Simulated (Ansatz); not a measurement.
Ansatz (a quantum-chemistry and plane-wave program) input (PBE0/def2-TZVP):

Ansatz 0.2 input:
```yaml
crystal:
  periodic: [false, false, false]
  atoms:
    - {symbol: C, position_ang: [-2.67638851, -0.66815493, -0.33848528]}
    - {symbol: C, position_ang: [-1.46826120, 0.04972244, 0.25989300]}
    - {symbol: C, position_ang: [-0.19620114, -0.06175568, -0.56633806]}
    - {symbol: C, position_ang: [1.04087390, 0.47501431, 0.22864020]}
    - {symbol: C, position_ang: [2.29018034, 0.35586680, -0.69314593]}
    - {symbol: O, position_ang: [1.20106381, -0.12174615, 1.40433802]}
    - {symbol: H, position_ang: [-2.47371594, -1.73753657, -0.45408812]}
    - {symbol: H, position_ang: [-3.56860072, -0.56624322, 0.29036767]}
    - {symbol: H, position_ang: [-2.92587197, -0.27788499, -1.33148924]}
    - {symbol: H, position_ang: [-1.22426598, -0.34978886, 1.24808990]}
    - {symbol: H, position_ang: [-1.70953412, 1.11101196, 0.40397911]}
    - {symbol: H, position_ang: [-0.31539770, 0.46560103, -1.52680895]}
    - {symbol: H, position_ang: [-0.00316860, -1.12111823, -0.78853870]}
    - {symbol: H, position_ang: [0.84927038, 1.60040647, 0.29152175]}
    - {symbol: H, position_ang: [3.15465602, 0.77766502, -0.17304697]}
    - {symbol: H, position_ang: [2.16973216, 0.87226964, -1.65815333]}
    - {symbol: H, position_ang: [2.49716548, -0.70457063, -0.87992087]}
basis:
  gaussian:
    orbitals: def2-TZVP
hamiltonian:
  xc: {name: PBE0}
total_charge: -1
```

End of the output:

```
integrals: 0.19 GiB planned
1535 factors; their error is unknown
0.34 GiB of the device are held for the grids
1.44 GiB of device memory are held for the factors and their scratch space
mean field: 1.44 GiB planned
mean field evaluation 1: about -7396.6862 eV, gradient 6.2e1 eV
mean field evaluation 2: about -7345.3988 eV, gradient 1.5e2 eV
mean field evaluation 4: about -7405.4194 eV, gradient 5.5e0 eV
mean field evaluation 8: about -7405.5061 eV, gradient 1.8e-1 eV
mean field evaluation 16: about -7405.4805 eV, gradient 4.5e-4 eV
mean field -7405.48045586 eV, -272.1463871378 hartree, gradient 5.3e-5 eV, S^2 0.000000; 0 other end points of the search recorded, 0 dependent functions left out
reference -7405.48049296 eV, -272.1463885014 hartree; 25, 25 occupied and 227, 227 virtual orbitals, 1535 factors
Total energy: -7405.48049296 eV, -272.1463885014 hartree
```

It need not be the lowest isomer of its formula. Whether it binds its extra electron was not tested at this geometry.
